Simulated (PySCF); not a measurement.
**Molecular orbitals of SrF**

B2PLYP at R = 2.119 Å; Sr def2-SVPD with ECP28, F def2-SVPD; scalar-relativistic core potentials (PySCF 2.14). State: ²Σ⁺ (doublet), unpaired electrons σ ↑. Only the outer orbitals are listed, counted within each symmetry, core potentials removing the inner ones.

| spin | orbital | occ. | ε (eV) | on Sr (%) | main shells (%) |
| --- | --- | --- | --- | --- | --- |
| α | 3σ | 1 | -32.22 | 8 | 92 F s |
| α | 1π | 1 | -26.54 | 100 | 100 Sr p |
| α | 1π | 1 | -26.54 | 100 | 100 Sr p |
| α | 4σ | 1 | -25.93 | 92 | 91 Sr p |
| α | 5σ | 1 | -11.05 | 8 | 91 F p |
| α | 2π | 1 | -10.86 | 2 | 98 F p |
| α | 2π | 1 | -10.86 | 2 | 98 F p |
| α | 6σ | 1 | -4.44 | 102 | 88 Sr s, 11 Sr p |
| α | 3π | 0 | -0.50 | 100 | 86 Sr p, 13 Sr d |
| α | 3π | 0 | -0.50 | 100 | 86 Sr p, 13 Sr d |
| α | 7σ | 0 | -0.06 | 97 | 60 Sr p, 34 Sr d |
| β | 3σ | 1 | -32.19 | 8 | 92 F s |
| β | 1π | 1 | -26.47 | 100 | 100 Sr p |
| β | 1π | 1 | -26.47 | 100 | 100 Sr p |
| β | 4σ | 1 | -25.81 | 92 | 92 Sr p |
| β | 5σ | 1 | -11.01 | 8 | 91 F p |
| β | 2π | 1 | -10.86 | 2 | 98 F p |
| β | 2π | 1 | -10.86 | 2 | 98 F p |
| β | 6σ | 0 | -1.34 | 102 | 93 Sr s |
| β | 3π | 0 | 0.07 | 100 | 93 Sr p |
| β | 3π | 0 | 0.07 | 100 | 93 Sr p |

Which are the highest filled and the lowest empty level, where do they sit, and how wide is the gap?

Highest filled α 6σ at -4.44 eV (in %: 88 Sr s, 11 Sr p); lowest empty β 6σ at -1.34 eV (in %: 93 Sr s); the gap at B2PLYP is 3.10 eV.

* bond order (Mayer): 0.39
* ⟨S²⟩: 0.750
* charge on Sr (Mulliken, basis-dependent): 0.76
* charge on Sr (Löwdin, basis-dependent): 0.90
* dipole moment (positive dipole means Sr(−)F(+)): -3.83 D

Shares are Mulliken populations and can fall outside 0 to 100 %.

Correlated steps freeze 1 core orbital. Spin–orbit coupling is left out. B2PLYP dipoles, levels and charges come from its SCF part alone. The state was picked by a PBE0 search and need not be the measured ground state.
